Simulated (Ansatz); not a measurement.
The same path of BF3 + BrH (6 atoms, charge 0, multiplicity 1) was run twice with different band settings. Lost on the way: B1–F2, H5–Br6. Made: B1–Br6, F2–H5.

Level of theory: RKS PBE0/def2-SVP (Ansatz 0.2.0).

Relaxed end points:

```xyz
6
Properties=species:S:1:pos:R:3
B -0.891 0.073 -0.555
F -0.739 1.155 0.177
F -1.569 -0.944 -0.081
F -0.429 0.046 -1.781
H 1.726 0.471 1.430
Br 1.903 -0.800 0.810
```

```xyz
6
Properties=species:S:1:pos:R:3
B -0.281 -0.513 -0.487
F -0.106 1.358 0.719
F -1.412 -0.875 0.065
F -0.273 0.115 -1.636
H 0.697 1.162 1.143
Br 1.375 -1.248 0.196
```

Common settings: movable images 7; climbing image yes; spring 5.0 eV/Å²; optimiser quadratic models (default); start path through a guess of the saddle point; iteration limit 60; end points relaxed.

| run | force threshold |
| --- | --- |
| 1 | 0.05 eV/Å |
| 2 | 0.5 eV/Å |

Question: What does each run give, and how far can it be trusted?

Answer: Run 1: converged after 11 iterations, highest image 1.133 eV above the first end. A vibrational analysis at the climbing image gives one clearly imaginary mode, 829i cm⁻¹: a first-order saddle point.
Run 2: converged after 7 iterations, highest image 1.134 eV above the first end. The threshold of 0.5 eV/Å is loose, so the images may lie well off the minimum-energy path. Another band between the same ends (7 images) ends at a top of the same energy, where a vibrational analysis finds 1 clearly imaginary mode.
The orbitals stay closed-shell, which can raise the energy where a bond breaks towards radicals; this wasn't checked here.
